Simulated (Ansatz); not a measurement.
Cost and result for the atomization energy of CH₆SiSn (`[CH2]1[SiH2][SnH2]1`) (9 atoms, 9 bonds).

Cartesian coordinates in Å:
```
C 0.1315 0.8548 0.5879
Si -1.1576 -0.4804 0.3883
Sn 0.8900 -0.5109 -0.9945
H 0.7088 0.8676 1.5089
H -0.1223 1.8575 0.2529
H -2.4580 -0.0961 -0.2126
H -1.3191 -1.4492 1.4995
H 2.3171 -1.3023 -0.5283
H 1.0096 0.2591 -2.5022
```

Charge 0, multiplicity 1. Correlated methods include outer-core shells of Sn, which these sets cover unevenly. Sn: def2 effective core potential. Geometry: relaxed with PBE0-D4/def2-TZVP. Program: Ansatz. All runs use 2 threads of an Intel Xeon Platinum 8488C on a shared host. Times are those of one run each, without the atoms' runs, and a repeat can differ threefold. Electronic energies, without spin–orbit coupling; frozen cores. CCSD(T)/CBS adds CCSD(T) − MP2 in def2-TZVPP to the MP2 limit, and its time is that of the two runs behind it. T1 = 0.014. With those shells the extrapolation isn't a true limit. HSE06 is the plane-wave form, built on full-range PBE exchange.

CCSD(T)/CBS is a level of theory with its own doubt, some kJ/mol a heavy atom from the limit and from the frozen cores, so smaller differences don't rank the functionals.

| level | functions | wall time |
| --- | --- | --- |
| LDA (SPW92)/def2-TZVPP | 207 | 1.1 s |
| BLYP-D4/def2-TZVPP | 207 | 1.9 s |
| PBE-D4/def2-TZVPP (with forces) | 207 | 2.2 s |
| PBE0-D4/def2-TZVPP | 207 | 2.6 s |
| HSE06-D4/def2-TZVPP | 207 | 2.7 s |
| CCSD(T)/def2-SVP | 88 | 2.9 s |
| CAM-B3LYP-D4/def2-TZVPP | 207 | 3.1 s |
| r2SCANh-D4/def2-TZVPP | 207 | 3.5 s |
| r2SCAN-D4/def2-TZVPP (with forces) | 207 | 3.8 s |
| ωB97M-V/def2-TZVPP (with forces) | 207 | 9 s |
| MP2/def2-QZVPP | 389 | 16 s |
| CCSD(T)/def2-TZVPP | 207 | 59 s |
| CCSD(T)/CBS(def2) | – | 75 s |

(1) What atomization energy does each give, and how far from CCSD(T)/CBS? (An estimate is asked.)

## Answers

(1) Ansatz gave: 
```csv
level,atomization (kJ/mol),difference from CCSD(T)/CBS,per bond
LDA (SPW92)/def2-TZVPP,2958.8,323.5,36.0
BLYP-D4/def2-TZVPP,2577.1,-58.2,-6.5
PBE-D4/def2-TZVPP (with forces),2618.7,-16.6,-1.8
PBE0-D4/def2-TZVPP,2600.9,-34.4,-3.8
HSE06-D4/def2-TZVPP,2601.2,-34.1,-3.8
CCSD(T)/def2-SVP,2437.9,-197.4,-21.9
CAM-B3LYP-D4/def2-TZVPP,2612.7,-22.6,-2.5
r2SCANh-D4/def2-TZVPP,2610.3,-25.0,-2.8
r2SCAN-D4/def2-TZVPP (with forces),2620.5,-14.8,-1.6
ωB97M-V/def2-TZVPP (with forces),2614.8,-20.5,-2.3
MP2/def2-QZVPP,2582.6,-52.7,-5.8
CCSD(T)/def2-TZVPP,2563.8,-71.5,-7.9
CCSD(T)/CBS(def2),2635.3,0.0,0.0
```

From PBE to PBE0 (25 % exact exchange), in def2-TZVPP and without D4, the atomization energy moves by −14.9 kJ/mol: exact exchange takes away binding that semilocal exchange gives to molecules. The D4 term adds +30.6 kJ/mol with B3LYP and +15.8 kJ/mol with PBE0; it sums over pairs of atoms, weighted by their polarisabilities, and B3LYP, whose exchange is more repulsive, gets the larger term. At CCSD(T), def2-SVP lies −197.4 kJ/mol from the extrapolated value and def2-TZVPP −71.5 kJ/mol: correlation converges slowly with the basis, and small sets miss more of it in the bonded molecule than in its fragments.

B3LYP here is the variant with VWN-RPA as its local correlation; programs differ in this.

Spin–orbit coupling would lower the free Sn atoms strongly, and the atomization energy with them, by more than many differences here. For some Ge, Se and Sn compounds the MP2-based and the directly extrapolated limit differ by 10 to 25 kJ/mol.
